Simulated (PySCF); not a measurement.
Core-level binding energies of `CC#[N+][AlH2-][F]`

Species: C2H5AlFN.
Atom-mapped SMILES: `[CH3:1][C:2]#[N+:3][AlH2-:4][F:5]`

Computed with delta-SCF UKS SCAN, pcX-2 on the ionised atom, pcseg-1 elsewhere, spin-free X2C (PySCF). Each binding energy is the total energy of the core-ionised species, with the hole localised on one atom, minus that of the ground state; both are solved self-consistently, so orbital relaxation is included.

**Question.** List the computed XPS lines with their assignment.

**Answer.** 
| atom(s) | bonded to | level | binding energy (eV) | above the level's lowest (eV) | count |
| --- | --- | --- | --- | --- | --- |
| C1 | C and 3 H | C 1s | 293.82 | 0.00 | 1 |
| C2 | N (triple bond) and C | C 1s | 293.94 | +0.12 | 1 |
| N3 | C (triple bond) and Al | N 1s | 406.93 | 0.00 | 1 |
| Al4 | F, N and 2 H | Al 1s | 1566.28 | 0.00 | 1 |
| F5 | Al | F 1s | 690.10 | 0.00 | 1 |

The 2 C 1s values lie within 0.12 eV of each other; Gaussian lines of 0.5 eV full width would blend them into one maximum.

**Question.** Which photon wavelength matches the C 1s of C2 threshold?

**Answer.** λ = hc/E = 12398.42 eV Å / 293.94 eV = 42.180 Å.

Spin contamination (⟨S²⟩ against 0.75 for a pure doublet) is marked for C 1s of C2 (0.98), which makes this value less certain. Isolated species at its PBE0-D3(BJ)/def2-SVP geometry, gas phase.
